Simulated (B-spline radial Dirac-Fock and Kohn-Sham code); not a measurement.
## How the settings move the core levels of Ir⁶⁺

ΔSCF core binding energies without Breit or QED terms, calculated with a radial atomic solver. Keys: rel is the Hamiltonian (dirac, or spin-free x2c and nr, where L3 and M5 stand for the whole 2p and 3d shells), method is hf or an exchange,correlation pair (spin-unpolarised, also for the hole states), nuc the nuclear model, radius_factor scales its radius, rmax is the box in bohr, h the logarithmic mesh step, order the B-spline order, points the quadrature points per cell, c_factor scales the speed of light, and damp, ndamp, maxit and tol steer the iteration. The run stops when the commutator error falls below 10·tol·max(1, Z/10), or the numerical noise floor, and the energy has settled to about 1e-8 Ha; the virial ratio is −V/T.

Base input:

```json
{"items": [{"Z": 77, "q": 6, "cfg": [[1, 0, 2], [2, 0, 2], [2, 1, 6], [3, 0, 2], [3, 1, 6], [3, 2, 10], [4, 0, 2], [4, 1, 6], [4, 2, 10], [4, 3, 14], [5, 0, 2], [5, 1, 6], [5, 2, 3]], "A": 193, "rrms": 5.4032, "do": "settings", "holes": ["K", "L3", "M5"],
  "settings": [{"rel": "dirac", "method": "hf", "nuc": "fermi", "radius_factor": 1.0, "rmax": 45.0, "h": 0.3, "order": 8, "points": 10, "c_factor": 1.0, "maxit": 60, "damp": 0.5, "ndamp": 3, "tol": 1e-08}]}]}
```

The ground state converged in 10 iterations, with total energy -17838.60850 Ha, virial ratio 1.87823 and highest orbital energy -86.92 eV. ΔSCF binding energies: K (1s) 76605.1 eV, L3 (2p3/2) 11345.9 eV, M5 (3d5/2) 2142.0 eV.

Changes from the base run:

| changed setting | Δ total energy (Ha) | Δ K (eV) | Δ L3 (eV) | Δ M5 (eV) | iterations |
| --- | --- | --- | --- | --- | --- |
| c_factor = 0.8 | ? | ? | ? | ? | ? |
| tol = 0.0001 | 0.00000 | 0.00 | 0.00 | 0.00 | 8 |
| order = 6 | +0.00103 | 0.00 | 0.00 | 0.00 | 10 |
| rmax = 30.0; h = 0.22; c_factor = 0.8 | -789.74652 | +5207.83 | +15.23 | -33.32 | 10 |
| rel = "nr"; nuc = "gauss"; damp = 0.0 | +1040.79989 | -6761.94 | -62.44 | +49.52 | 10 |
| nuc = "gauss" | -0.02586 | +0.29 | 0.00 | 0.00 | 10 |
| radius_factor = 2.0 | +7.29300 | -80.53 | +0.47 | +0.11 | 10 |

Q: What does the change c_factor = 0.8 do?

A: The total energy moves by -789.74644 Ha and the binding energies by K +5207.83 eV, L3 +15.23 eV, M5 -33.32 eV; the run takes 10 iterations.
